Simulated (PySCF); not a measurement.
**Running PySCF for InSi⁺**

The script input.py:

```python
from pyscf import gto, scf, tdscf

mol = gto.M(
    atom='In 0 0 0; Si 0 0 2.605',
    basis='x2c-svpall',
    charge=1,
    spin=2,
    verbose=4,
)
mf = scf.UHF(mol)
mf = mf.sfx2c1e()
mf.conv_tol = 1e-05
mf.kernel()
td = tdscf.TDA(mf)
td.nstates = 4
td.kernel()
td.analyze()
mf.dip_moment()
print('orbital energies (hartree):', [e[max(0, n-3):n+3].round(4) for e, n in zip(mf.mo_energy, mol.nelec)])
```

```bash
$ OMP_NUM_THREADS=1 python input.py
```

It prints (some set-up lines and the per-cycle HOMO/LUMO lines with their warnings removed):

```
PySCF version 2.14.0

[INPUT] verbose = 4
[INPUT] num. atoms = 2
[INPUT] num. electrons = 62
[INPUT] charge = 1
[INPUT] spin (= nelec alpha-beta = 2S) = 2
[INPUT] symmetry False subgroup None
[INPUT] Mole.unit = angstrom
[INPUT] Symbol           X                Y                Z      unit          X                Y                Z       unit  Magmom
[INPUT]  1 In     0.000000000000   0.000000000000   0.000000000000 AA    0.000000000000   0.000000000000   0.000000000000 Bohr   0.0
[INPUT]  2 Si     0.000000000000   0.000000000000   2.605000000000 AA    0.000000000000   0.000000000000   4.922736554492 Bohr   0.0

nuclear repulsion = 139.353384526342
number of shells = 6
number of NR pGTOs = 141
number of NR cGTOs = 54
basis = x2c-svpall
ecp = {}

******** <class 'pyscf.x2c.sfx2c1e.sfX2C1eUHF'> ********
method = sfX2C1eUHF
initial guess = minao
damping factor = 0
level_shift factor = 0
DIIS = <class 'pyscf.scf.diis.CDIIS'>
diis_start_cycle = 1
diis_space = 8
diis_damp = 0
SCF conv_tol = 1e-05
SCF conv_tol_grad = None
SCF max_cycles = 50
direct_scf = True
direct_scf_tol = 1e-13
number electrons alpha = 32  beta = 30

******** <class 'pyscf.x2c.sfx2c1e.SpinFreeX2CHelper'> ********
approx = 1e
xuncontract = 1
Set gradient conv threshold to 0.00316228
init E= -6166.85344817636

cycle= 1 E= -6166.83238961783  delta_E= 0.0211  |g|= 0.146  |ddm|= 1.05
cycle= 2 E= -6166.862796043  delta_E= -0.0304  |g|= 0.0482  |ddm|= 0.535
cycle= 3 E= -6166.86671077473  delta_E= -0.00391  |g|= 0.0216  |ddm|= 0.153
cycle= 4 E= -6166.8686656819  delta_E= -0.00195  |g|= 0.0111  |ddm|= 0.108
cycle= 5 E= -6166.86933774435  delta_E= -0.000672  |g|= 0.0066  |ddm|= 0.0696
cycle= 6 E= -6166.86961908855  delta_E= -0.000281  |g|= 0.00508  |ddm|= 0.042
cycle= 7 E= -6166.86980655813  delta_E= -0.000187  |g|= 0.00474  |ddm|= 0.0306
cycle= 8 E= -6166.87031837366  delta_E= -0.000512  |g|= 0.00386  |ddm|= 0.0948
cycle= 9 E= -6166.87087955196  delta_E= -0.000561  |g|= 0.00338  |ddm|= 0.251
cycle= 10 E= -6166.87088365086  delta_E= -4.1e-06  |g|= 0.00133  |ddm|= 0.0747
Extra cycle  E= -6166.87088962452  delta_E= -5.97e-06  |g|= 0.00103  |ddm|= 0.00502
converged SCF energy = -6166.87088962452  <S^2> = 2.1533056  2S+1 = 3.1005197

******** <class 'pyscf.tdscf.uhf.TDA'> for <class 'pyscf.x2c.sfx2c1e.sfX2C1eUHF'> ********
nstates = 4
deg_eia_thresh = 1.000e-03
wfnsym = None
conv_tol = 1e-05
eigh lindep = 1e-12
eigh level_shift = 0
eigh max_cycle = 100

Excitation energies (eV)
[0.52081543 0.52081543 2.80554548 3.77191666]

** Excitation energies and oscillator strengths **
Excited State   1:      0.52082 eV   2380.58 nm  f=0.0005
      32a ->   33a     -0.96546
      32a ->   36a     -0.23089
Excited State   2:      0.52082 eV   2380.58 nm  f=0.0005
      31a ->   33a     -0.96546
      31a ->   36a     -0.23089
Excited State   3:      2.80555 eV    441.93 nm  f=0.0009
      30a ->   33a      0.51232
      31a ->   34a      0.15773
      32a ->   35a      0.15773
      29b ->   31b     -0.15385
      30b ->   31b      0.78120
Excited State   4:      3.77192 eV    328.70 nm  f=0.0000
      31a ->   34a      0.37281
      31a ->   35a     -0.59209
      32a ->   34a     -0.59209
      32a ->   35a     -0.37281

** Transition electric dipole moments (AU) **
state          X           Y           Z        Dip. S.      Osc.
  1        -0.1895     -0.0217      0.0000      0.0364      0.0005
  2         0.0217     -0.1895      0.0000      0.0364      0.0005
  3         0.0000      0.0000      0.1138      0.0130      0.0009
  4        -0.0000      0.0000      0.0000      0.0000      0.0000

** Transition velocity dipole moments (imaginary part, AU) **
state          X           Y           Z        Dip. S.      Osc.
  1        -0.0269     -0.0031      0.0000      0.0007      0.0256
  2         0.0031     -0.0269     -0.0000      0.0007      0.0256
  3        -0.0000      0.0000      0.0101      0.0001      0.0007
  4         0.0000     -0.0000     -0.0000      0.0000      0.0000

** Transition magnetic dipole moments (imaginary part, AU) **
state          X           Y           Z
  1         0.0535     -0.4679     -0.0000
  2         0.4679      0.0535      0.0000
  3         0.0000     -0.0000     -0.0000
  4         0.0000      0.0000     -0.0000
Dipole moment(X, Y, Z, Debye): -0.00000, -0.00000,  2.49094
orbital energies (hartree): [array([-0.6128, -0.4944, -0.4944, -0.2335, -0.1601, -0.1601]), array([-1.2851, -0.7301, -0.5759, -0.2127, -0.184 , -0.184 ])]
```

In short: E(SCF) = -6166.870890 Eh, 10 cycles, ⟨S²⟩ = 2.153, first excitations without spin–orbit coupling 0.52, 0.52, 2.81, 3.77 eV.

Hardware: Intel Xeon Platinum 8488C, 1 thread, shared host. Wall time 5.5 s.

The bond length is a typed value, not an optimised one. The dipole of an ion depends on the origin. No search for the lowest solution was made.
